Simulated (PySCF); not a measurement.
Write Cartesian coordinates for `O=S(=O)(c1ccnnc1)C(F)(F)F` as optimised with PBE0-D3(BJ)/def2-SVP.

```xyz
16
C5H3F3N2O2S angstrom
O     -1.3741    2.2255   -0.3079
S     -1.2334    0.8250   -0.6632
O     -1.5617    0.2872   -1.9718
C      0.3981    0.2784   -0.2097
C      0.9695   -0.8159   -0.8303
C      2.2544   -1.1482   -0.3949
N      2.9022   -0.4720    0.5492
N      2.3496    0.5750    1.1201
C      1.1294    0.9612    0.7632
C     -2.2734   -0.1289    0.5618
F     -3.5385    0.1586    0.3552
F     -2.0718   -1.4248    0.3947
F     -1.9243    0.2130    1.7891
H      0.4463   -1.3716   -1.6115
H      2.7961   -1.9979   -0.8204
H      0.7252    1.8454    1.2638
```

Orientation and origin are arbitrary. Atoms count from 1 in this order. Of the pairs four or more bonds apart, O3···H14 is among the closest relative to their van der Waals radii: 2.63 Å, 97 % of the sum of Bondi's values. S2 (sulfonyl sulfur) is distorted tetrahedral (angles from 100.7° to 123.8°). N7 (pyridine-type nitrogen) is bent (angle 120.6°). The C–S distances run from 1.779 Å (S2–C4, drawn single) to 1.869 Å (S2–C10, drawn single), a spread of 0.090 Å.

Bonds between heavy atoms (Å): O1=S2 1.452, S2=O3 1.452, S2–C4 1.779, C4–C5 1.382, C5–C6 1.397, C6–N7 1.330, N7–N8 1.314, N8–C9 1.329, S2–C10 1.869, C10–F11 1.314, C10–F12 1.322, C10–F13 1.321, C4–C9 1.396.

Method used: PBE0-D3(BJ)/def2-SVP geometry optimisation, gas phase (PySCF 2.14.0).

Point group: C1 (no symmetry element, even within 0.4 Å). No frequency check. The numbers are those of one conformer (O1–S2–C4–C5 -157°).
